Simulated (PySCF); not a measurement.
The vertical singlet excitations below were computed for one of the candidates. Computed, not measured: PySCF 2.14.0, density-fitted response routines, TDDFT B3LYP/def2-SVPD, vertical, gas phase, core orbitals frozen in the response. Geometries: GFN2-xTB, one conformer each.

| state | ν̃ (cm⁻¹) | f | main configurations (H = HOMO, L = LUMO) |
| --- | --- | --- | --- |
| S1 | 33970 | 0.0047 | H-1→L (99%) |
| S2 | 37350 | 0.045 | H→L (95%) |
| S3 | 39530 | 0.0001 | H-1→L+1 (85%), H-1→L+2 (14%) |
| S4 | 42170 | 0.237 | H→L+1 (91%) |
| S5 | 45030 | 0.0035 | H→L+3 (94%) |
| S6 | 46220 | 0.0000 | H-2→L (98%) |
| S7 | 47280 | 0.102 | H→L+2 (84%) |
| S8 | 48640 | 0.0009 | H-1→L+2 (84%), H-1→L+1 (14%) |

Orbital energies (eV): HOMO-3 -8.80, HOMO-2 -8.27, HOMO-1 -6.87, HOMO -6.48, LUMO -1.27, LUMO+1 -0.73, LUMO+2 -0.17.

Question: Which candidate is it? All have the formula C4H7N3OSi.
A. `CC(=O)c1cn([SiH3])nn1`
B. `C=N[Si@](N)(C=O)CC#N`
C. `O=C[SiH2]Cc1ncn[nH]1`
D. `O[SiH2]Nc1cncnc1`
E. `C=Cc1n[nH]c(O[SiH3])n1`

Answer: D. Its S1 lies at 4.21 eV; the nearest of the others has S1 at 3.93 eV. S1 is HOMO-1→LUMO (99%). Löwdin shares by element: HOMO carbon 38% or more, nitrogen 29% or more (atoms not listed hold the other 32%); LUMO carbon 42% or more, nitrogen 36% or more (atoms not listed hold the other 22%). At the same level the other candidates give, for their lowest levels:
- `C=Cc1n[nH]c(O[SiH3])n1`: 5.47 eV (f 0.001); 5.54 eV (f 0.333); 5.80 eV (f 0.000); 6.14 eV (f 0.135); 6.25 eV (f 0.006); T1 3.50 eV; HOMO -6.53, LUMO -0.89 eV
- `O=C[SiH2]Cc1ncn[nH]1`: 3.28 eV (f 0.000); 3.98 eV (f 0.002); 4.53 eV (f 0.000); 5.14 eV (f 0.000); 5.73 eV (f 0.000); T1 2.62 eV; HOMO -7.08, LUMO -2.43 eV
- `CC(=O)c1cn([SiH3])nn1`: 3.93 eV (f 0.000); 4.92 eV (f 0.000); 5.44 eV (f 0.004); 5.62 eV (f 0.153); 5.64 eV (f 0.101); T1 3.45 eV; HOMO -7.23, LUMO -1.74 eV
- `C=N[Si@](N)(C=O)CC#N`: 2.89 eV (f 0.004); 3.72 eV (f 0.001); 4.29 eV (f 0.016); 4.76 eV (f 0.008); 5.04 eV (f 0.010); T1 2.26 eV; HOMO -6.71, LUMO -2.38 eV

Conformer computed: `[OH:1][SiH2:2][NH:3][c:4]1[cH:5][n:6][cH:7][n:8][cH:9]1`: O1–Si2–N3–C4 61°, Si2–N3–C4–C5 -2°, H–O1–Si2–N3 180°.
Triplets come from the Tamm–Dancoff approximation.
